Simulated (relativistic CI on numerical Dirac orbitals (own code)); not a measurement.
# What each ingredient does to the levels of Os41+

Base calculation: Dirac-Coulomb-Breit CI, orbitals from a KLI potential per configuration, model QED, unscaled Slater integrals.

CI space (outside the closed core [Ar] 3d10): 4s2.4p5, 4s.4p6, 4s2.4p4.4d, 4s.4p5.4d, 4s2.4p4.4f, 4s.4p5.4f, 4p6.4d, 4s.4p4.4d2, 4s2.4p3.4d.4f, 4p6.4f, 4p5.4d.4f, 4s.4p4.4f2, 4s2.4p4.5s, 4p6.5s, 4s2.4p4.5p, 4s.4p4.4d.5s, 4s2.4p3.4f.5s, 4s.4p5.5s, 4s2.4p4.5d, 4s.4p5.5p, 4s2.4p4.5f, 4s2.4p4.5g, 4s.4p5.5d, 4p5.4f.5s, 4s.4p5.5f, 4s2.4p4.6s, 4s2.4p4.6p, 4s2.4p3.4d2, 4s2.4p2.4d3, 4s.4p3.4d3, 4s2.4p2.4d2.4f, 4s.4p3.4d2.4f, 4s2.4p2.4d2.5s, 4p5.4d2, 4p4.4d3, 4p4.4d2.4f, 4p4.4d2.5s, 4p5.4d.5s, 4p4.4d.4f.5s, 4p4.4d.5s2, 4s2.4p3.5s2, 4s2.4p2.4d.5s2, 4s.4p3.4d.5s2, 4s2.4p2.4f.5s2, 4s.4p3.4f.5s2. Double excitations out of closed p, d and f shells are left out; levels of such configurations are missing from the list, as are those of other unlisted configurations, and high levels can miss mixing partners. These lack a partner that the ground configuration has and come out too high: 4s2.4p4.5p, 4s.4p5.5s, 4s2.4p4.5d, 4s.4p5.5p, 4s2.4p4.5f.

The lowest level and the first level of each name with at least 55 % of one term (blank where a level has no safe partner in the second run):

```json
{"Level": "4s2.4p5 2P°_3/2", "Base (cm⁻¹)": "0", "Shift (cm⁻¹)": "0"}
{"Level": "4s2.4p5 2P°_1/2", "Base (cm⁻¹)": "863604", "Shift (cm⁻¹)": "+5689"}
{"Level": "4s2.4p4.4d 2D_3/2", "Base (cm⁻¹)": "1374743", "Shift (cm⁻¹)": "+3461"}
{"Level": "4s2.4p4.4d 4F_9/2", "Base (cm⁻¹)": "1463595", "Shift (cm⁻¹)": "-560"}
{"Level": "4s.4p6 2S_1/2", "Base (cm⁻¹)": "1786825", "Shift (cm⁻¹)": "+9686"}
{"Level": "4s2.4p4.4d 4D_1/2", "Base (cm⁻¹)": "2081395", "Shift (cm⁻¹)": "+5259"}
{"Level": "4s2.4p4.4d 2G_7/2", "Base (cm⁻¹)": "2167621", "Shift (cm⁻¹)": "+6962"}
{"Level": "4s2.4p4.4d 2G_9/2", "Base (cm⁻¹)": "2345731", "Shift (cm⁻¹)": "+6036"}
```

At this charge energies of transitions that change n are usually good to better than 1 %, and those within a shell (Δn = 0) to a few per cent.

(1) One thing was changed in a second run, which moved the levels as shown. Which?
A. non-relativistic limit
B. QED terms removed
C. only the first 3 configurations
D. Breit term removed

## Answers

(1) C. Only the first 3 configurations. With fewer configurations the levels that remain lose their mixing partners.

LS names give the leading component of a level, which can be under half, so a name can repeat, a term be missing and a line seem to break the LS rules.
